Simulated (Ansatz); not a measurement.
H2Sn, SMILES [SnH2+], charge +1, multiplicity 2.

The structure is a stationary point at PBE-D3(BJ)/def2-TZVPD. The def2 effective core potentials stand for the cores of Sn; spin–orbit coupling is left out.

Two levels are set side by side: PBE/def2-TZVPD (Ansatz, a program for electronic structure) and ωB97X-V/def2-TZVPD (Ansatz). Energy differences of separate SCF runs at the same geometry; the states with an electron removed or added have multiplicity 1 and 1. Differences are taken from unrounded values.

| quantity | ωB97X-V | PBE | PBE minus ωB97X-V |
|---|---|---|---|
| vertical ionisation energy (eV) | 16.06 | 16.05 | -0.01 |
| vertical electron affinity (eV) | 8.16 | 8.11 | -0.05 |

Here PBE gives about what the other level gives.
